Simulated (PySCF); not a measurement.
C⁺: interval between two levels

C⁺ [He] 2s2 2p1 [2P3/2, M_J = 3/2] → C⁺ [He] 2s1 2p1 3s1 [4P5/2, M_J = 5/2], as a difference of total energies. Computed with PySCF 2.14 in x2c-SVPall-2c with one added diffuse shell of s type (4s2p1d, 15 functions), with the two-component X2C-1e Hamiltonian. Correlated levels: 1s2 frozen. "Screened" scales the spin-orbit matrix elements by Boettger's factors to mimic the two-electron term; Breit and QED terms are absent.

```tsv
method	interval between two levels (cm⁻¹)
GHF (spin-free)	150430
GMP2 (spin-free)	158790
GHF (screened spin-orbit)	150430
GMP2 (screened spin-orbit)	158800
```

The labels give the starting determinants; with spin-orbit coupling the two ends relaxed to ⟨J²⟩ = 3.75, ⟨L²⟩ = 2.00, ⟨S²⟩ = 0.75 and ⟨J²⟩ = 8.75, ⟨L²⟩ = 2.00, ⟨S²⟩ = 3.75.
